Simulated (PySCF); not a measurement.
C5H12, SMILES CCCCC.

Coordinates come from a B3LYP-D3(BJ)/def2-SVP optimisation. One conformer was computed; it need not be the lowest.

Calculation: SMD-M06-2X/def2-SVP run with PySCF.

Solvation free energies are E(SMD) − E(gas) at the gas-phase geometry, for 1 M in both phases. In vacuum the dipole moment is 0.04 D.

Estimate the solvation free energies in water, dichloromethane, benzene. (Estimate from the structure and the level; the computed values follow.)


```json
[
 {"solvent": "water", "ΔG(solv) (kcal/mol)": "2.2", "its non-electrostatic (CDS) part": "3.0", "dipole (D)": "0.05"},
 {"solvent": "dichloromethane", "ΔG(solv) (kcal/mol)": "-3.4", "its non-electrostatic (CDS) part": "-2.7", "dipole (D)": "0.05"},
 {"solvent": "benzene", "ΔG(solv) (kcal/mol)": "-3.5", "its non-electrostatic (CDS) part": "-3.1", "dipole (D)": "0.04"}
]
```
